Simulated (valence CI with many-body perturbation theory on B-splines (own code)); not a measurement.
## Hyperfine factors and g values of Nd20+

Calculated by valence CI with perturbative core correlation (CI+MBPT): four valence electrons over a frozen Dirac-Fock core [Kr], radial functions for each j: 9 s, 9 p, 10 d, 8 f, 5 g, 3 h, 1 i, with the one-electron correlation potential Σ1 (screened to all orders), the two-electron term Σ2, the three-electron term Σ3, Breit, model QED; selected single and double excitations, second order for the rest (own B-spline code, finite nucleus).

No measured spectrum was set against this ion. As an estimate, terms of the open shell hold to 2 to 4 % of their energy, and close levels can change places. Only levels of the ground parity were solved; by the run's estimate the other parity begins above the list, which can be wrong where configurations are misplaced.

A/g_I is the dipole constant over the nuclear g factor μ/I (μ in nuclear magnetons, uniformly magnetised nucleus), B/Q the quadrupole constant per barn. Both hold the static response of the core; the bare values leave it out. Large factors of s and p1/2 electrons are usually good to 5 to 10 %; those of open d and f shells near neutrality can be off by tens of per cent, and small factors of p3/2, d and f electrons come from cancelling terms and can be off by a factor of two or in sign, in half-filled shells by more. B is blank for J = 1/2, where it vanishes, and for nearly pure S terms. Energies count from the lowest level. Levels with J = 0 are left out.

Levels are named by their leading jj configuration (3d3/2^4 stands for four electrons in 3d with j = 3/2), which in mixed levels can hold well under half, so a name can repeat and another be missing. Letters in brackets count levels of one name in rising energy.

```tsv
Level	E (eV)	g	A/g_I (MHz)	A/g_I bare	B/Q (MHz/b)	B/Q bare
(4d3/2^3 4d5/2) J=1	2.900	1.498	-664	-82.5	2270	2150
(4d3/2^3 4d5/2) J=2	4.838	1.431	1620	2100	2360	2240
(4d3/2^3 4d5/2) J=3	5.991	1.374	3130	3520	-124	-134
(4d3/2^3 4d5/2) J=4	6.133	1.218	4750	4920	-2300	-2220
(4d3/2^2 4d5/2^2) J=4 [a]	9.157	1.105	4600	4620	-891	-866
(4d3/2^2 4d5/2^2) J=3 [a]	10.164	0.956	5240	5070	1350	1280
(4d3/2^2 4d5/2^2) J=2 [a]	10.391	0.936	4430	4230	3800	3620
(4d3/2^2 4d5/2^2) J=5	10.998	1.078	5060	5050	4950	4700
(4d3/2^2 4d5/2^2) J=1	11.428	1.280	4420	4670	-133	-142
(4d3/2^2 4d5/2^2) J=6	11.810	1.103	5230	5240	5420	5150
(4d3/2^2 4d5/2^2) J=4 [b]	12.772	1.028	5810	5720	-2640	-2490
(4d3/2^2 4d5/2^2) J=2 [b]	13.075	1.163	4480	4580	1110	1040
(4d3/2^2 4d5/2^2) J=3 [b]	13.259	1.170	5100	5210	2160	2060
(4d3/2 4d5/2^3) J=4 [a]	14.383	1.180	3720	3850	1020	972
(4d3/2 4d5/2^3) J=3 [a]	15.579	1.097	3600	3620	484	472
(4d3/2^2 4d5/2^2) J=2 [c]	15.857	1.080	6560	6530	556	517
(4d3/2 4d5/2^3) J=5	16.565	1.152	4280	4370	-3270	-3120
(4d3/2 4d5/2^3) J=1 [a]	16.853	0.747	6690	6230	2050	1940
(4d3/2 4d5/2^3) J=6	17.071	1.060	5090	5050	6970	6650
(4d3/2^2 4d5/2^2) J=4 [c]	17.935	1.115	4160	4200	5230	4980
(4d3/2^2 4d5/2^2) J=2 [d]	18.504	1.314	3560	3870	-548	-517
(4d3/2 4d5/2^3) J=3 [b]	19.535	1.077	4850	4830	3960	3790
(4d3/2^2 4d5/2^2) J=2 [e]	19.954	1.035	5520	5440	3690	3510
(4d3/2 4d5/2^3) J=3 [c]	22.725	1.066	5380	5350	7140	6770
(4d5/2^4) J=4	22.734	1.095	4190	4200	-443	-410
(4d3/2 4d5/2^3) J=1 [b]	22.886	1.470	472	1010	-2810	-2670
(4d5/2^4) J=2	23.194	1.027	5420	5330	1050	1010
(4d3/2 4d5/2^3) J=4 [b]	23.960	1.098	4990	5000	1600	1530
(4d3/2 4d5/2^3) J=2	28.074	1.000	4810	4690	-5280	-5020
```

Question: Take the isotope of mass number 145, with I = 7/2, μ = -0.656 μN and Q = -0.314 b. What is the hyperfine structure of (4d3/2^2 4d5/2^2) J=3 [a]?

Answer: From the table A = -983 MHz, B = -423 MHz. Shifts from the centre of gravity in MHz: F = 1/2: 13000, F = 3/2: 11600, F = 5/2: 9290, F = 7/2: 5960, F = 9/2: 1600, F = 11/2: -3840, F = 13/2: -10400.
